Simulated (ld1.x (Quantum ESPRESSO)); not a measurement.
Tl (Z = 81), TM: configuration errors across variants

Tl (Z = 81), norm-conserving Troullier–Martins (Kleinman–Bylander form), made with ld1.x (Quantum ESPRESSO) 7.5 (PBE, non-relativistic). Core [Xe] 4f14, reference 5d10 6s2 6p0 (charge +1). Waves: 6s (bound): rc 1.70 bohr; 6p (bound, empty): rc 2.10 bohr; 5d (bound): rc 1.90 bohr. Local part: all-electron potential smoothed inside 2.05 bohr (lloc = -1). Core correction: none.

All-electron excitation energies from the reference (eV): (1) 5d10 6s2 6p1 -5.321; (2) 5d10 6s1 6p0 17.838; (3) 5d10 6s0 6p0 44.066; (4) 5d10 6s2 6p0.5 -3.372; (5) 5d9 6s2 6p1 18.789; (6) 5d10 6s0 6p3 4.919; (7) 5d10 6s1 6p1 5.667.

2 further variants failed, have other tests or another functional or relativity, and are left out.

A true bound ghost makes a file unfit for plane-wave use even where its test errors are small: the radial tests pick states by their node count and pass the ghost by.

Errors AE − PS in meV (a dash: test not solved or not reliable):

```csv
change,(1),(2),(3),(4),(5),(6),(7),bound ghosts
base,+2.1,+11,+85,+0.4,-139,+0.9,+5.5,s
wave 6s (bound): rc 1.70 bohr becomes 6s (bound): rc 1.90 bohr,+3.5,+9.3,+77,+0.9,-94,+7.1,+2.3,s
local potential all-electron potential smoothed inside 1.46 bohr (lloc = -1),+2.4,+20,+86,+0.9,-79,+0.8,+5.6,"s, p"
wave 5d (bound): rc 1.90 bohr becomes 5d (bound): rc 1.94 bohr,+2.1,+11,+85,+0.4,-138,+1.1,+5.6,s
```

Q: Give the same row for: local potential all-electron potential smoothed inside 1.40 bohr (lloc = -1).

A: +2.8, +21, +86, +1.0, -59, +0.9, +5.8; bound ghosts: s, p.
